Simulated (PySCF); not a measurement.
## C₆ coefficients of unlike pairs at UHF

Calculated with PySCF 2.14 from the dipole response of each species, C₆(A,B) = (3/π) ∫ α_A(iu) α_B(iu) du, in atomic units, from isotropic polarisabilities. For ions this is the dispersion term alone; charge-induced terms of lower order in 1/R come first.

```
species           configuration                            basis     relativity  α (bohr³)  C₆ (like pair)
    As⁺  [Ar] 3d10 4s2 4p2 (3P)         dyall-av3z (24s17p11d2f)  spin-free X2C      16.86           102.1
     Cl       [Ne] 3s2 3p5 (2P)        def2-QZVPPD (10s7p5d2f1g)           none      14.22           88.90
    C²⁺           [He] 2s2 (1S)             aug-cc-pVDZ (4s3p2d)           none      4.551           7.168
   Xe³⁺  [Kr] 4d10 5s2 5p3 (4S)  aug-cc-pwCVTZ-DK3 (10s9p7d4f1g)  spin-free X2C      9.729           58.23
```

Q: Estimate C₆ for C²⁺ with Cl.

A: The integral gives 25.05. The combination rule 2 C_A C_B / (C_A α_B/α_A + C_B α_A/α_B) gives 25.06 and the geometric mean 25.24.

No spin-orbit coupling is included.

The other pairs:

| pair | C₆ |
| --- | --- |
| C²⁺, As⁺ | 27.05 |
| Xe³⁺, As⁺ | 74.17 |
| Xe³⁺, Cl | 70.74 |
| Cl, As⁺ | 94.76 |
| Xe³⁺, C²⁺ | 19.54 |
